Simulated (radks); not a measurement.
Sc+, configuration [Ar] 3d1 4s1 (the NIST ground configuration).

All-electron calculation, Dirac Kohn-Sham, SOGGA, spin-unpolarised, spherical densities, finite nucleus; open shells are shared between the two j in proportion to 2j + 1; Fermi nuclear charge, rms radius 3.5459 fm. Program: a radial shooting solver on a logarithmic mesh with Libxc functionals.

Energy parts (eV):
part                      energy
total                 -20755.613
kinetic                20938.038
electron-nucleus      -49230.467
Hartree                 8561.529
exchange-correlation   -1024.713

Orbitals (lengths in bohr, moments of r in powers of bohr):
orbital	occ.	eigenvalue (eV)	<r^4>
1s1/2	2	-4397.748	0.0001330
2s1/2	2	-480.4158	0.03461
2p1/2	2	-397.7895	0.02789
2p3/2	4	-393.1558	0.02870
3s1/2	2	-61.7964	2.897
3p1/2	2	-40.7999	4.463
3p3/2	4	-40.2896	4.586
3d3/2	0.4	-9.8827	36.32
3d5/2	0.6	-9.8496	36.69
4s1/2	1	-9.5925	259.5

The highest occupied level is 4s1/2 at -9.592 eV. Summed over all electrons, <r^2> = 30.03 bohr^2, which gives a Langevin (diamagnetic) susceptibility term of -23.8 x 10^-6 cm^3/mol. The electron density at the nucleus is 7240 e/bohr^3. For comparison, the ionisation energy in NIST's Atomic Spectra Database is 12.800 eV (measured). In exact Kohn-Sham theory the highest level is minus the ionisation energy, but local and semilocal functionals leave it too shallow, through self-interaction and a potential that decays too fast; potentials with the right tail come closer.

Beside tabulated values, note that spin-unpolarised runs miss the spin-polarisation part of the exchange energy of open shells.
